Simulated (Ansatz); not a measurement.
A nudged elastic band was laid between two geometries of F2H2SSi (6 atoms, charge 0, multiplicity 1).

Computed with RKS PBE-D4/STO-3G in Ansatz.

| Item | Value |
| --- | --- |
| movable images | 4 |
| climbing image | no |
| spring | 5.0 eV/Å² |
| optimiser | quadratic models (default) |
| start path | through a guess of the saddle point |
| force threshold | 0.05 eV/Å |
| iteration limit | 60 |
| end points | relaxed |

Initial state:

```xyz
6
Properties=species:S:1:pos:R:3
F -0.402 -1.572 0.726
Si 0.423 -0.310 0.044
F 0.511 -0.700 -1.561
S -0.552 1.567 0.370
H 1.771 -0.217 0.619
H -1.708 1.167 -0.244
```

Final state:

```xyz
6
Properties=species:S:1:pos:R:3
F -0.216 -1.808 0.712
Si 0.237 -0.425 -0.071
F 0.687 -0.935 -1.577
S -1.391 0.974 -0.176
H 1.391 0.182 0.614
H -0.666 1.949 0.452
```

Q: Which bonds break or form, and what moves?

A: No bond is made or broken. The dihedral F3–Si2–S4–H6 goes from 59 to -121°.

Q: What energy profile does the band end with?

A: The run converged. The highest image is number 2 of 0 to 5, 0.092 eV above the first end and 0.047 eV above the last; the last end lies 0.045 eV above the first. No image climbed, so the highest image needn't sit at the top of the path. Limits of this set-up: minimal basis.

```tsv
image	path coordinate (Å)	energy (eV)	dihedral F3–Si2–S4–H6 (°)
0	0.00	0.000	59
1	0.60	0.038	23
2	1.19	0.092	-14
3	1.79	0.087	-49
4	2.38	0.057	-85
5	2.98	0.045	-121
```

Q: What is the geometry of the highest image?

A: 
```xyz
6
Properties=species:S:1:pos:R:3
F -0.105 -1.759 0.897
Si 0.336 -0.372 0.115
F 0.224 -0.685 -1.506
S -0.983 1.246 0.651
H 1.741 -0.086 0.457
H -1.172 1.592 -0.660
```

The run took 34 s on 1 thread of Arm Neoverse V2, on a shared host, peak memory 0.087 GiB.
